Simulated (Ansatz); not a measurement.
Spectroscopic constants of LaH, multiplicity 3 (an upper state: multiplicity 1 came lower at CCSD(T)/def2-TZVPP on PBE0 minima). No spin–orbit coupling.

Constants: fifth-degree fit in 1/R to seven points, most abundant isotopes. In def2 and cc sets the state is the lowest found near the PBE0 minimum, followed along R.

Run with Ansatz (Gaussian orbitals). Values without a source in brackets are computed. In def2 rows elements past Kr take small-core potentials, without spin–orbit coupling.

| level | r_e (Å) | ω_e (cm⁻¹) | B_e (cm⁻¹) | ω_e x_e (cm⁻¹) | dipole (D) |
|---|---|---|---|---|---|
| PBE/def2-TZVPP | 2.104 | 1360 | 3.81 | 18 | 3.30 |
| PBE0/def2-TZVPP | 2.098 | 1385 | 3.83 | 17 | 3.53 |
| wB97X-V/def2-TZVPP | 2.114 | 1374 | 3.77 | 16 | 3.69 |
| CCSD/def2-TZVPP | 2.107 | 1364 | 3.80 | 16 | - |
| CCSD(T)/def2-TZVPP | 2.105 | 1363 | 3.80 | 16 | - |

Correlated levels freeze the inner cores; with def2 sets outer-core shells near the valence are correlated too.

Ansatz is an electronic-structure program.
